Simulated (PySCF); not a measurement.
C3H7FSi2, SMILES C[SiH2]C#C[SiH2]F.

Geometry: B3LYP-D3(BJ)/def2-SVP. This is a generated structure with no PubChem entry under its InChIKey; it may be hypothetical.

Computed with B3LYP-D3(BJ)/def2-SVP (PySCF).

Frequencies are harmonic and unscaled.

A small imaginary wavenumber (i) marks a very flat motion, where grid noise or a shallow saddle decides the sign.

```csv
mode,ν (cm⁻¹),IR (km/mol),moving atoms (share of kinetic energy)
1,2i,1.9,"H 30 %, Si 28 %, F 26 %, C 16 %"
2,57,1.2,"C 53 %, F 33 %, H 13 %"
3,99,1.3,"C 55 %, H 34 %, Si 11 %"
4,157,2.1,"C 37 %, Si 26 %, F 21 %, H 16 %"
5,171,0.3,"H 86 %, C 10 %"
6,277,10.7,"C 54 %, F 22 %, Si 15 %, H 8 %"
7,315,0.0,"C 75 %, H 25 %"
8,406,4.3,"C 46 %, Si 40 %, H 12 %"
9,444,20.5,"Si 46 %, C 43 %"
10,496,14.4,H 87 %
11,667,99.1,"H 65 %, Si 19 %, C 14 %"
12,686,4.7,"C 47 %, H 35 %, Si 18 %"
13,713,25.3,"H 80 %, C 13 %"
14,745,5.3,H 93 %
15,759,77.8,"H 63 %, C 21 %, Si 17 %"
16,810,202.8,"C 67 %, Si 24 %"
17,873,18.4,"F 48 %, H 29 %, Si 20 %"
18,887,33.1,"H 78 %, C 17 %"
19,901,628.5,"H 78 %, Si 13 %"
20,945,237.0,"H 84 %, Si 12 %"
21,960,29.6,H 92 %
22,971,166.6,"H 78 %, Si 17 %"
23,1272,13.1,"H 79 %, C 21 %"
24,1432,4.3,H 96 %
25,1436,1.7,H 96 %
26,2225,111.0,H 96 %
27,2226,34.8,"C 50 %, H 49 %"
28,2231,83.4,"C 50 %, H 49 %"
29,2266,94.6,H 98 %
30,2266,125.6,H 95 %
31,3036,3.0,H 97 %
32,3130,3.5,"H 91 %, C 9 %"
33,3135,2.3,"H 91 %, C 9 %"
```
